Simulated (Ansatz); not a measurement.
Consider the formal exchange of groups at a Ge–H bond: `F[CH2][GeH2][SH]` + `CC(O)(F)S` → `[OH][GeH]([SH])[CH2]F` + `CC(F)S`.

Gas-phase electronic energies from Ansatz, PBE0-D4/def2-TZVP geometries. CBS: MP2 limit from def2 TZ/QZ plus the TZ coupled-cluster correction, frozen cores. Functionals use def2-TZVPP. For Ge outer-core shells are correlated without core-valence functions, which leaves a few kJ/mol of doubt a bond. Scalar relativity is left out up to krypton. Each species was taken in one conformer, which may not be the lowest.

```tsv
level	ΔE (kcal/mol)
r2SCAN-D4	-16.1
HF/def2-TZVPP	-18.1
HF/CBS(def2)	-18.3
MP2/CBS(def2)	-19.3
```

Problem. What does CCSD(T)/CBS give? (An estimate is asked.)

Solution. Computed: -17.8 kcal/mol. The listed levels differ from it by 1.7, -0.3, -0.5, -1.5 kcal/mol.

Largest T1 diagnostic among the species: 0.012.
